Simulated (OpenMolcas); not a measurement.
## Ru3+: ligand-field states by method

Ru3+ with its 6 nearest chloride ions at 2.503 Å, on the Y site of Cs2NaYCl6 (a = 10.7396 Å, distance in the model lattice 2.619 Å). The rest of the host is ab initio model potentials to 7.6 Å, with orthogonalisation functions on the cations behind the ligands, and point charges beyond; the distance is set by hand and nothing relaxes. Ligand basis ANO-RCC-VDZP.
```
Ru    0.0000    0.0000    0.0000
Cl    2.5030    0.0000    0.0000
Cl    0.0000    2.5030    0.0000
Cl   -2.5030    0.0000    0.0000
Cl    0.0000   -2.5030    0.0000
Cl    0.0000    0.0000    2.5030
Cl    0.0000    0.0000   -2.5030
```

```json
{
  "Program": "OpenMolcas 26.06",
  "Basis": "ANO-RCC-VTZP [7s6p4d2f1g]",
  "Scalar Hamiltonian": "DKH2, point nucleus",
  "Active space": "5 electrons in 5 orbitals (4d)",
  "State averaging": "2S+1 = 6 even, 1 root; 2S+1 = 4 even, 24 roots; 2S+1 = 2 even, 75 roots",
  "Spin-orbit coupling": "RASSI with atomic mean-field integrals over the reference wave functions"
}
```

I. CASSCF
II. SS-CASPT2, IPEA 0.25 Eh, imaginary shift 0.1 Eh (closed shells correlated: 4s 4p and the ligand valence shells)
III. SS-CASPT2, IPEA 0.25 Eh, sigma2 regulariser 0.3 Eh (closed shells correlated: 4s 4p and the ligand valence shells)

Spin-free states (labels of O, the rotations of Oh) in cm-1, each column counted from its own energy of the first state listed:

| State | Degeneracy | I | II | III |
| --- | --- | --- | --- | --- |
| 6A1 | 1 | 0 | 0 | 0 |
| 2T2 | 3 | 8343 | -10710 | -10660 |
| 2S+1 = 4 | 3 | 9258 | -1410 | -1380 |
| 2S+1 = 4 | 3 | 14268 | 1880 | 1930 |
| 2S+1 = 2 | 3 | 19399 | 3880 | 3950 |
| 2A2 | 1 | 20296 | 4000 | 4080 |
| 2S+1 = 4 | 1 | 21548 | 13590 | 13630 |
| 2S+1 = 2 | 3 | 21946 | 6230 | 6260 |
| 4E | 2 | 22246 | 13560 | 13590 |
| 2E | 2 | 23773 | 7140 | 7180 |
| 2S+1 = 4 | 3 | 25929 | 16360 | 16390 |
| 4E | 2 | 27311 | 17280 | 17300 |

II puts a state of multiplicity 2 lowest, 11000 cm-1 below that state. III puts a state of multiplicity 2 lowest, 11000 cm-1 below that state.

From I to II, I's first state of another spin (2T2) moves from 8343 to -10710 cm-1, by about -19000 cm-1.

I: A least-squares ligand-field fit to the states below 45000 cm-1, each weighted by its degeneracy and with a free common offset, gives 10Dq = 15557 cm-1, B = 673 cm-1 and C = 3007 cm-1 (C/B = 4.47), with an rms deviation of 605 cm-1. The same method and metal basis give the free ion B = 912 cm-1 (fit to its terms below 60000 cm-1, rms deviation 26 cm-1), so the nephelauxetic ratio is β = 673 / 912 = 0.74; it hangs on how both fits weigh the states, and computed free-ion B values tend to be too large, so β mixes covalency with correlation.

χT at 300 K: I 4.33, II 0.67, III 0.67 cm3 K/mol.

Roots that are degenerate in the reference are averaged as groups; the widest CASPT2 spread within a group is 220 cm-1 (the 3-fold group of multiplicity 2 near 35100 cm-1 above the lowest state of its run, II). Shifts and gaps below about the spread of the groups concerned are not significant. Over all roots computed the reference weight is 0.64 to 0.66 in II, 0.64 to 0.66 in III; a low but even weight reflects the number of correlated electrons. The least metal-like active orbital is 82 % on the metal (Löwdin) and no ligand orbital is active, so the numbers are rough. Ligand-to-metal charge-transfer states are missing. With no ligand orbital active B as a rule stays too high, so bands that hang on it stand too high and its fall with covalency is understated. Without dynamic correlation the repulsion within the d shell is too large (B by tens of per cent), so at a given field states of lower spin stand too high (holds for I). This shell can be high or low spin here, a state of another spin lies low, and with metal d orbitals alone active their balance is uncertain, so the ground spin may be wrong (holds for I). With metal d orbitals alone the field can be off either way by tens of per cent (holds for I). An orbital triplet at a regular site is open to Jahn-Teller coupling, which can distort the site and quench the lowest spin-orbit gaps and is left out (holds for II; III). This shell can be high or low spin here, a state of another spin lies low, and with metal d orbitals alone active their balance is uncertain, so the ground spin may be wrong, although the usual error favours high spin (holds for II; III). These CASPT2 states fit no ligand-field parameters well, so their order and spin gaps are uncertain (holds for II; III). With one d shell and no ligand orbital active, 10Dq can be off by a tenth or more (holds for II; III). No measured value stands beside these numbers; the geometry was set by hand and not optimised.

A state without a sure symmetry label is named by its multiplicity alone.
